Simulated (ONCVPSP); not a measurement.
# What one change does to a pseudopotential (C (Z = 6), ONCV)

* Element: C (Z = 6)
* Generator: ONCVPSP 4.0.1
* Type: optimised norm-conserving Vanderbilt (ONCV)
* Functional: LDA (Perdew-Wang 92)
* Relativity: scalar-relativistic
* Frozen core: none
* Valence charge: 6
* Reference configuration: 1s2 2s1 2p3
* Partial waves: 1s+2s: rc 0.45 bohr, ncon 4, nbas 7, qcut 26.7 1/bohr, 3 projectors, debl 1 Ha; 2p: rc 3.10 bohr, ncon 4, nbas 8, qcut 5.5 1/bohr, 3 projectors, debl 3.6 Ha
* Local potential: polynomial inside 0.30 bohr (lpopt 4, dvloc0 3 Ha)
* Core correction: none

All-electron outer shells of the reference configuration (LDA (PZ), scalar-relativistic, ld1.x):

```csv
shell,level (eV),outermost node (bohr),outermost maximum (bohr)
1s,-271.65,–,0.18
2s,-14.08,0.38,1.22
2p,-5.82,–,1.19
```

Change: p: rc 3.74.

Cutoffs: the cutoffs (Ha) at which the residual kinetic energy of the hardest occupied pseudo-wave falls to 1 and 0.1 mHa per electron; they do not see the model core or the augmentation charge, which bear on the density cutoff. Errors are all-electron minus pseudo energies relative to the spin-unpolarised reference configuration.

Question: What does the change do?

Answer: The potential gets neither clearly harder nor softer (277 Ha and 319 Ha → 277 Ha and 319 Ha); the s channel sets the loose cutoff, while the largest relative change is in p, which becomes softer; of the 3 tests that both files solve, the error grows in 2 and shrinks in 0 by more than 15 % and 0.3 meV (median size 288.4 → 310.2 meV); neither file shows a bound ghost.

| quantity | base | changed |
| --- | --- | --- |
| cutoff, loose | 277 Ha | 277 Ha |
| cutoff, tight | 319 Ha | 319 Ha |
| loose cutoff by channel | s 277 Ha, p 8.3 Ha | s 277 Ha, p 6.9 Ha |
| bound ghosts | none | none |
| GHOST(+) flags under 300 eV | none | none |
| tests with a reliable result | 3 of 4 | 3 of 4 |
| error for 1s2 2s2 2p2, meV [ΔE -8.24 eV] | -41 | -82 |
| error for 1s2 2s2 2p1, meV [ΔE 2.74 eV] | +288 | +310 |
| error for 1s2 2s2 2p0, meV [ΔE 27.00 eV] | +1516 | +2210 |
| s: phases at 0.46 bohr within 0.05 rad from the reference energy up to (Ha; the scan ends near 5) | to the end of the scan | to the end of the scan |
